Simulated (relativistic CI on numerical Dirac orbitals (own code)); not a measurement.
**Slater and spin-orbit integrals, In²²⁺**

Method of calculation: Dirac-Coulomb-Breit CI, KLI orbitals optimised for each configuration, QED by a radiative potential, unscaled Slater integrals (own radial code, finite nucleus).

Slater integrals F^k, G^k are unscaled and averaged over j, outside the closed core [Ne]; ζ comes from projecting the Hamiltonian with its Breit term on Σ l·s of the shell.

- 3s²3p⁶3d⁹: ζ(3d) = 25773 cm⁻¹; <r>(3d) = 0.3097, <r^2>(3d) = 0.1127 (bohr units).
- 3s²3p⁵3d¹⁰: ζ(3p) = 215220 cm⁻¹; <r>(3p) = 0.3369, <r^2>(3p) = 0.1313 (bohr units).
- 3s²3p⁶3d⁸4s: F^2(3d,3d) = 328490, F^4(3d,3d) = 210740, ζ(3d) = 26452, G^2(3d,4s) = 32723 cm⁻¹; <r>(3d) = 0.3062, <r^2>(3d) = 0.1101, <r>(4s) = 0.7047, <r^2>(4s) = 0.5571 (bohr units).

Problem. Give the Racah parameters of the d shell in 3s²3p⁶3d⁸4s.

Solution. B = F²/49 − 5F⁴/441 = 4315 cm⁻¹ and C = 35F⁴/441 = 16726 cm⁻¹.

Averages of the first 10 configurations, taken without configuration mixing, which lowers the lowest level and can move excited configurations by several eV; other configurations of the list can lie among them:

```csv
Configuration,Parity,States,Average energy above the lowest level (eV)
3s²3p⁶3d⁹,even,10,3.3
3s²3p⁵3d¹⁰,odd,6,232.2
3s3p⁶3d¹⁰,even,2,380.6
3s²3p⁶3d⁸4s,even,90,446.9
3s²3p⁶3d⁸4p,odd,270,498.2
3s²3p⁶3d⁸4d,even,450,574.0
3s²3p⁶3d⁸4f,odd,630,648.0
3s²3p⁴3d¹⁰4s,even,30,900.1
3s²3p⁵3d⁹4s,odd,120,671.3
3s²3p⁶3d⁷4s²,even,120,912.6
```
